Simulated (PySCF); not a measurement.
# Electron correlation in S³⁺ (sulfur, charge +3)

[Ne] 3s2 3p1, 2P determinant. Calculation: PySCF 2.14, in cc-pV(D+d)Z; the non-relativistic Hamiltonian (point nucleus). Frozen: [Ne]; 3 electrons correlated.

MP2 pair energies summed by pair of shells (mhartree):

| pair | energy | share (%) |
| --- | --- | --- |
| 3s-3s | -24.31 | 57.7 |
| 3s-3p | -17.85 | 42.3 |

Total MP2 correlation energy: -42.16 mhartree.

Same-spin part -2.46 and opposite-spin part -39.70 mhartree; SCS-MP2 scales them by 1/3 and 6/5 to -48.46 mhartree.

```csv
level,correlation energy (mhartree)
CCSD,-64.02
(T),-0.62
CCSD(T),-64.64
```

Diagnostics: T1 = 0.0094, D1 = 0.0225, largest double amplitude 0.110.

Question: Is a single reference adequate?

Answer: Mostly. T1 lies below 0.03, but a double amplitude of this size points to a near-degeneracy that CCSD handles and MP2 describes poorly.
